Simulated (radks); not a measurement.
Values are calculated unless marked as measured or tabulated.
Valence configurations of Li I (all share [He]). Code: a radial shooting solver on a logarithmic mesh with Libxc functionals. Model: non-relativistic Kohn-Sham, PBE, spin-polarised, spherical densities, point nucleus; open shells are filled with parallel spins first. Energies are relative to 2s1; eigenvalues in eV for spin up.

valence,E (eV),moment (Bohr magnetons),e(2p),e(2s)
2s1,0.000,1,-,-3.228
2s0.5 2p0.5,0.938,1,-1.575,-3.444
2p1,1.866,1,-1.775,-

NIST lists [He] 2s1 as the ground configuration; this level of theory agrees among the configurations tried. The energies are those of spherical high-spin densities, not of single terms.
